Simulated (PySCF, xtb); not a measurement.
C4H8O2, SMILES C1OCCOC1.

GFN2-xTB in xtb at its own geometry gives an orbital gap of 10.70 eV and a dipole moment of 0.00 D.

Coordinates come from a PBE0-D3(BJ)/def2-SVP optimisation. One conformer was computed; it need not be the lowest.

Task: What does PBE/def2-TZVP run with PySCF give? (An estimate is asked for; the answer gives what the named calculation found.)

Result: gap 6.02 eV (levels -5.59 and 0.43 eV), dipole 0.00 D.
